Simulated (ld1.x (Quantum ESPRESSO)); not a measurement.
**u(r) = r·R(r): atom against pseudo-atom (Cl)**

Columns: radius, all-electron u(r) and pseudo u(r) of the 3s shell (level -38.12 eV) of chlorine in the configuration [Ne] 3s2 3p3.5; LDA (PZ), non-relativistic, ultrasoft scheme, ld1.x (Quantum ESPRESSO) 7.5.

| r (bohr) | all-electron | pseudo |
| --- | --- | --- |
| 0.070 | 0.2120 | 0.0487 |
| 0.140 | -0.0836 | 0.0984 |
| 0.210 | -0.3425 | 0.1502 |
| 0.280 | -0.4548 | 0.2046 |
| 0.350 | -0.4360 | 0.2622 |
| 0.420 | -0.3282 | 0.3230 |
| 0.490 | -0.1706 | 0.3868 |
| 0.560 | 0.0071 | 0.4529 |
| 0.630 | 0.1848 | 0.5201 |
| 0.700 | 0.3500 | 0.5872 |
| 0.770 | 0.4955 | 0.6524 |
| 0.840 | 0.6182 | 0.7140 |
| 0.910 | 0.7173 | 0.7701 |
| 0.980 | 0.7937 | 0.8188 |
| 1.050 | 0.8490 | 0.8585 |
| 1.120 | 0.8856 | 0.8879 |
| 1.190 | 0.9057 | 0.9058 |
| 1.260 | 0.9119 | 0.9119 |
| 1.330 | 0.9064 | 0.9064 |
| 1.400 | 0.8914 | 0.8914 |
| 1.470 | 0.8689 | 0.8689 |
| 1.540 | 0.8406 | 0.8406 |
| 1.610 | 0.8079 | 0.8079 |
| 1.680 | 0.7722 | 0.7722 |
| 1.750 | 0.7343 | 0.7343 |
| 1.820 | 0.6953 | 0.6953 |

How many radial nodes do the two functions have?

The all-electron 3s function has n − l − 1 = 2; the pseudo-wave has 0, since the states of the same l below it are removed with the core.

At about which radius was the pseudo-wave matched?

1.25 bohr, where the columns begin to agree (steps of 0.07 bohr).

Is the pseudo-wave norm-conserving?

No, it belongs to an ultrasoft set: the norm inside the radius is not constrained, and the difference is carried by the augmentation charge.
